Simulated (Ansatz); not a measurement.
The Ga1–Cl2 bond of GaCl is stretched (multiplicity 1).


Frozen-core correlation. Filled d and f shells under p-block atoms count as core.

Programs: Ansatz (Gaussian orbitals). Each number belongs to the level named beside it.

Natural occupations of CASSCF(10,8)/def2-TZVPP:

```tsv
R (Å)	occupations
2.239	1.999 1.996 1.996 1.984 1.913 0.046 0.046 0.019
3.918	2.000 1.999 1.999 1.961 1.920 0.041 0.040 0.040
8.956	2.000 2.000 2.000 1.927 1.001 0.999 0.036 0.036
```

Task: Count the electrons that have left the 5 most occupied orbitals, and the effectively unpaired electrons Σ min(n, 2 − n).

Result: 
- R = 2.239 Å: 0.11 electrons in the weakly occupied orbitals, 0.22 unpaired
- R = 3.918 Å: 0.12 electrons in the weakly occupied orbitals, 0.24 unpaired
- R = 8.956 Å: 1.07 electrons in the weakly occupied orbitals, 2.14 unpaired
Each bonding pair that breaks into one electron on either fragment adds two; pairs that stay whole add only the little that their own correlation moves into empty orbitals.

Ansatz is a quantum-chemistry and plane-wave program.
